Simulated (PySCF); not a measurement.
Several species in one continuum solvent.

All values: CAM-B3LYP/def2-SVPD (PySCF, non-relativistic), each on one gas-phase PBE0-D3(BJ)/def2-SVP geometry that isn't relaxed in the solvent. The solvent is an IEF-PCM continuum (van der Waals radii × 1.2). The model holds no explicit solvent molecules, cavitation or dispersion.

Problem. Order them by E(solvent) − E(gas) in chloroform (ε = 4.711), most negative first (kcal/mol).
A. `[CH3:1][NH:2][SiH2:3][CH2:4][SiH2:5][O:6][SiH3:7]` with C1–N2–Si3–C4 -67°, N2–Si3–C4–Si5 -39°, Si3–C4–Si5–O6 -168°, C4–Si5–O6–Si7 94°
B. `C[PH](C)=S`
C. `Cn1nccn1`

Solution. B (-6.7), C (-4.0), A (-1.8).

| SMILES | charge | ΔE (kcal/mol) | polarisation term (kcal/mol) | HOMO shift (eV) | dipole gas (D) | dipole solvent (D) | atoms | lowest singlet, gas (eV) | lowest singlet, solvent (eV) |
| --- | --- | --- | --- | --- | --- | --- | --- | --- | --- |
| C[PH](C)=S | 0 | -6.7 | -8.2 | -0.25 | 4.84 | 6.35 | 11 | 5.72 | 6.04 |
| Cn1nccn1 | 0 | -4.0 | -4.4 | 0.00 | 0.42 | 0.43 | 11 | 6.53 | 6.46 |
| CN[SiH2]C[SiH2]O[SiH3] | 0 | -1.8 | -2.0 | +0.17 | 1.26 | 1.39 | 20 | 5.99 | 6.02 |

The polarisation term is half the interaction of the solute with the induced surface charges. Singlets are vertical TDDFT energies (frozen core, non-equilibrium response), the lowest in each medium.
